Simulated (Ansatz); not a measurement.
Isolated molecules relaxed with PBE0-D4/def2-TZVP in Ansatz; ΔE leaves out vibrations. CBS: MP2 limit from def2 TZ/QZ plus the TZ coupled-cluster correction, frozen cores. DFT in def2-TZVPP. One conformer a species, not always the lowest.

Reaction (isomerisation): `C=CS[SiH2]N` → `C=NCS[SiH3]`

```csv
level,ΔE (kJ/mol),difference from CCSD(T)/CBS
r2SCAN-D4,137.1,0.1
ωB97M-V,133.6,-3.4
B2PLYP,134.5,-2.5
PBE,128.3,-8.7
r2SCAN,137.4,0.4
CCSD(T)/def2-TZVPP,129.1,-7.9
HF/def2-QZVPP,132.7,-4.3
SCS-MP2/def2-QZVPP,135.0,-2.0
HF/CBS(def2),132.9,-4.1
CCSD/CBS(def2),138.3,1.3
CCSD(T)/CBS,137.0,0
```

Largest T1 diagnostic among the species: 0.012.

From PBE to PBE0 (25 % exact exchange), in def2-TZVPP and without D4, ΔE moves by +4.4 kJ/mol.
